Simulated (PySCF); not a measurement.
C₂HCl₂, SMILES C(=[C]Cl)Cl, multiplicity 2.

Geometry optimised at B3LYP-D3(BJ)/def2-SVP. The isomer is the one that the SMILES or the coordinates give; other isomers of the formula were not compared.

Method: B3LYP-D3(BJ)/def2-SVP in PySCF 2.14.0.

Frequencies are harmonic and unscaled.

| mode | ν (cm⁻¹) | IR (km/mol) | moving atoms (share of kinetic energy) |
|---|---|---|---|
| 1 | 133 | 1.3 | Cl 88 %, C 11 % |
| 2 | 371 | 5.7 | C 83 %, H 11 % |
| 3 | 560 | 0.6 | C 77 %, Cl 21 % |
| 4 | 690 | 18.4 | C 63 %, Cl 33 % |
| 5 | 744 | 29.5 | H 76 %, C 24 % |
| 6 | 790 | 126.0 | C 70 %, Cl 22 % |
| 7 | 1207 | 14.0 | H 89 %, C 10 % |
| 8 | 1696 | 38.4 | C 98 % |
| 9 | 3211 | 7.3 | H 92 %, C 8 % |
